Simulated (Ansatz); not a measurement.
Relaxation of CH₃Cl₃Si (8 atoms, charge 0, multiplicity 1), to a largest force component of 0.02 eV/Å in at most 40 steps.

Computed with RKS B3LYP-D4/6-31G* in Ansatz 0.2.0.

```xyz
8
Properties=species:S:1:pos:R:3:forces:R:3
Si 0.000 0.000 0.000 0.02 0.00 -0.57
C 0.000 0.000 1.870 0.00 0.00 0.17
H -1.000 -0.309 2.240 0.48 0.18 -0.12
H 0.768 -0.711 2.240 -0.39 0.33 -0.12
H 0.232 1.020 2.240 -0.09 -0.50 -0.12
Cl 2.009 0.000 -0.709 -1.12 0.01 0.26
Cl -1.003 1.738 -0.709 0.54 -0.96 0.26
Cl -1.003 -1.738 -0.709 0.56 0.94 0.26
```

**Question.** Where does it end, and by what steps?

**Answer.** It converged. After 5 steps the energy has fallen by 0.154 eV; H4 moved furthest, 0.25 Å.

```json
{"step": "0", "energy less start (eV)": "0.0000", "largest force component (eV/Å)": "1.117", "accepted": "yes"}
{"step": "1", "energy less start (eV)": "-0.1370", "largest force component (eV/Å)": "0.285", "accepted": "yes"}
{"step": "2", "energy less start (eV)": "-0.1432", "largest force component (eV/Å)": "0.274", "accepted": "yes"}
{"step": "3", "energy less start (eV)": "-0.1525", "largest force component (eV/Å)": "0.268", "accepted": "yes"}
{"step": "4", "energy less start (eV)": "-0.1536", "largest force component (eV/Å)": "0.100", "accepted": "yes"}
{"step": "5", "energy less start (eV)": "-0.1538", "largest force component (eV/Å)": "0.018", "accepted": "yes"}
```

```xyz
8
Properties=species:S:1:pos:R:3
Si 0.000 0.000 0.008
C 0.000 0.000 1.866
H -1.026 -0.064 2.242
H 0.568 -0.857 2.242
H 0.458 0.920 2.242
Cl 1.929 0.128 -0.712
Cl -1.075 1.606 -0.712
Cl -0.853 -1.734 -0.712
```

The run took 23 s on 2 threads of Arm Neoverse V1, with other jobs on the host, peak memory 0.22 GiB.
